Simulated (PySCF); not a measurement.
Field gradients at the hydrogen positions

Compound: B₂H₇NOSi.
Geometry (PBE0-D3(BJ)/def2-SVP, Å), atoms numbered from 1 in this order:
```xyz
12
B2H7NOSi angstrom
B      2.800    0.310   -0.436
O      1.532   -0.098   -0.531
B      0.336   -0.373    0.072
N     -0.710    0.570    0.038
Si    -2.328    0.369    0.684
H      3.492    0.266   -1.430
H      3.228    0.724    0.622
H      0.178   -1.451    0.595
H     -0.496    1.449   -0.428
H     -2.397   -0.983    1.301
H     -3.351    0.495   -0.398
H     -2.622    1.416    1.709
```

Level: PBE0/pcSseg-1 (PySCF, non-relativistic); Q(2H) = 0.00286 b; rigid geometry, the same for H and D, with no vibrational averaging.

Question: Rank these positions by the coupling χzz of a deuteron there, largest first.
A. H9 (N–H hydrogen)
B. H8 (B–H hydrogen)
C. H7 (B–H hydrogen)
D. H12 (Si–H hydrogen)

Answer: A (266 kHz), B (133 kHz), C (129 kHz), D (92 kHz).

Question: What are Vzz, η and χzz (234.96 MHz × Q × Vzz) at all hydrogens?

Answer: 
```json
{"atom": "H6", "bonded to": "B1", "bond length (Å)": "1.211", "Vzz (au)": "0.1960", "η": "0.07", "χzz (kHz)": "132"}
{"atom": "H7", "bonded to": "B1", "bond length (Å)": "1.215", "Vzz (au)": "0.1924", "η": "0.06", "χzz (kHz)": "129"}
{"atom": "H8", "bonded to": "B3", "bond length (Å)": "1.209", "Vzz (au)": "0.1986", "η": "0.01", "χzz (kHz)": "133"}
{"atom": "H9", "bonded to": "N4", "bond length (Å)": "1.018", "Vzz (au)": "0.3962", "η": "0.13", "χzz (kHz)": "266"}
{"atom": "H10", "bonded to": "Si5", "bond length (Å)": "1.488", "Vzz (au)": "0.1418", "η": "0.04", "χzz (kHz)": "95"}
{"atom": "H11", "bonded to": "Si5", "bond length (Å)": "1.494", "Vzz (au)": "0.1375", "η": "0.03", "χzz (kHz)": "92"}
{"atom": "H12", "bonded to": "Si5", "bond length (Å)": "1.495", "Vzz (au)": "0.1374", "η": "0.04", "χzz (kHz)": "92"}
```

Question: Average by the element that carries the hydrogen.

Answer: on B: 131 kHz over 3 positions, mean bond length 1.211 Å; on N: 266 kHz over 1 position, mean bond length 1.018 Å; on Si: 93 kHz over 3 positions, mean bond length 1.492 Å.

Question: Give the 2H NMR doublet splittings at H6 for a magnetic field along the z, y and x axes of the gradient: 3χ/2, 3χ(1 + η)/4, 3χ(1 − η)/4.

Answer: With |χ| = 131.7 kHz and η = 0.068: 198, 105 and 92 kHz, to first order and without motion.

Isolated species at its PBE0-D3(BJ)/def2-SVP geometry (one conformer only). These gradients aren't converged with respect to the basis.

These values come from a run that also computed NMR shieldings. On one thread, Arm Neoverse V1 (aarch64), shared host with 32 logical CPUs at a one-minute load of 18, this took 10 s wall and 0.63 GiB of memory at its peak.
